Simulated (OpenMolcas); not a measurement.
**S3+: terms and fine structure**

* Program: OpenMolcas 26.06
* Method: XMS-RASPT2, IPEA 0.25 Eh, imaginary shift 0.1 Eh (closed shells correlated: 2s 2p)
* Basis: ANO-RCC-VTZP [5s4p2d1f]
* Scalar Hamiltonian: DKH2, point nucleus
* Active space: 3 electrons in 9 orbitals (RAS2 3s 3p; RAS3 3d, at most 2 electrons)
* State averaging: 2S+1 = 4 odd, 1 root; 2S+1 = 2 odd, 11 roots; 2S+1 = 4 even, 3 roots; 2S+1 = 2 even, 9 roots
* Spin-orbit coupling: RASSI with atomic mean-field integrals over the reference wave functions, term energies averaged over their components

With spin-orbit coupling, above the lowest level:

```csv
Configuration,Term,J,E (cm-1),Measured (cm-1),g,Term weight %
3s2 3p,2P*,1/2,0.0,0.0,0.666,100
3s2 3p,2P*,3/2,841,951,1.334,100
3s 3p2,4P,1/2,70080,71184,2.670,100
3s 3p2,4P,3/2,70390,71529,1.735,100
3s 3p2,4P,5/2,70880,72074,1.601,100
3s 3p2,2D,3/2,94410,94103,0.800,100
3s 3p2,2D,5/2,94430,94150,1.201,100
3s 3p2,2S,1/2,124880,123509,2.000,100
3s 3p2,2P,1/2,135840,133620,0.668,100
3s 3p2,2P,3/2,136390,134245,1.334,100
```

Against the 9 measured excited levels shown (NIST levels in Podobedova, Kelleher and Wiese, J. Phys. Chem. Ref. Data 38, 171 (2009)) the mean absolute deviation is 1100 cm-1; the largest miss in energy is 3s 3p2 2P 1/2: computed 135840, measured 133620 cm-1 (+1.7 %), and the largest in proportion 3s2 3p 2P* 3/2 (-11.6 %).

Spin-orbit coupling puts the lowest level 561 cm-1 below the lowest spin-free term.

CASPT2 does not keep the components of a term degenerate, so their means are used; among the terms shown or strongly mixed into the levels shown the widest spread is 14 cm-1 (3s 3p2 2D). Active for correlation alone: 3d; no level in the range computed is led by a configuration that fills it, so any true level of that kind is missing. Some terms mix strongly with configurations of 3d, whose occupation reaches 0.17 (3s 3p2 2D). Measured partners are found by configuration, term and J. A level has none where our copy of the source lacks it or the pairing is in doubt (some pairs that miss far off the trend of their configuration count as doubtful), and it then counts in no deviation. Levels of configurations outside the active space are missing. The first state left out of the spin-orbit step lies near 180000 cm-1 above the lowest spin-free state of the reference (among the parities and spins computed), and the list stops at four fifths of that energy or lower.

The term weight is that of the spin-free term in the level, not the purity of its configuration. * marks odd parity.
